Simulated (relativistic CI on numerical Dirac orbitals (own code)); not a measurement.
Method of calculation: Dirac-Coulomb-Breit CI, separate exchange-only KLI orbitals for each configuration, QED by a radiative potential, valence Slater integrals scaled by 0.85, P86 correlation energy added to each configuration (own radial code, finite nucleus).

Configuration list (outside the closed core [Ar]): 3d⁷4s², 3d⁸4s, 3d⁷4s4p, 3d⁸4p, 3d⁹, 3d⁷4p², 3d⁷4s4d, 3d⁸4d, 3d⁸5s, 3d⁸5p, 3d⁷4s5s, 3d⁷4s6s, 3d⁷4s5p, 3d⁷4s6p, 3d⁷4s4f, 3d⁷4s5d, 3d⁷4s7s, 3d⁷4s7p, 3d⁷4s5g, 3d⁷4s5f, 3d⁷4s6d, 3d⁷4s7d, 3d⁷4d², 3d⁶4s²4p, 3d⁷4p4d. Levels of other configurations are missing.

For a near-neutral ion this model can misplace configurations by up to about 10,000 cm⁻¹ (more where the count of f electrons changes) and terms by 10 to 25 % of their spread. Rates follow the energies as ν³ (E1, M1) or ν⁵ (E2), so they and the lifetimes can be off by large factors. The fine structure of a lone outer electron comes out too small, for d and f at times inverted, and misplaced configurations move strength between like terms. 32 of the 67 excited levels that our extract of the measured tables holds in this range could be paired (the sources list more); they are missed by 4912 cm⁻¹ on average and 12231 at most, and levels without a partner can miss by more. Some levels of the ground configuration have no partner and can miss by 10 % or more.

Outline of the computed level scheme of Co I. Lowest level of each configuration: 3d⁷4s² ⁴F9/2 at 0.0000 eV; 3d⁸4s ⁴F9/2 at 1.5785 eV; 3d⁷4s4p ⁶F°11/2 at 2.3555 eV.

Some strong electric-dipole decays among the lowest 45 levels: 3d⁷4s4p ⁴G°11/2 → 3d⁷4s² ⁴F9/2 (8.5e+06 s⁻¹); 3d⁷4s4p ⁴F°9/2 → 3d⁷4s² ⁴F9/2 (7.6e+06 s⁻¹); 3d⁷4s4p ⁴G°9/2 → 3d⁷4s² ⁴F7/2 (7.4e+06 s⁻¹); 3d⁷4s4p ⁴G°7/2 → 3d⁷4s² ⁴F5/2 (6.7e+06 s⁻¹); 3d⁷4s4p ⁴F°7/2 → 3d⁷4s² ⁴F7/2 (4.8e+06 s⁻¹); 3d⁷4s4p ⁴F°5/2 → 3d⁷4s² ⁴F5/2 (4.2e+06 s⁻¹); 3d⁷4s4p ⁴F°5/2 → 3d⁷4s² ⁴F7/2 (2.7e+06 s⁻¹); 3d⁷4s4p ⁴F°7/2 → 3d⁷4s² ⁴F9/2 (2.3e+06 s⁻¹).

Rates of lines that live on the mixing of spin multiplicities can be off by large factors.
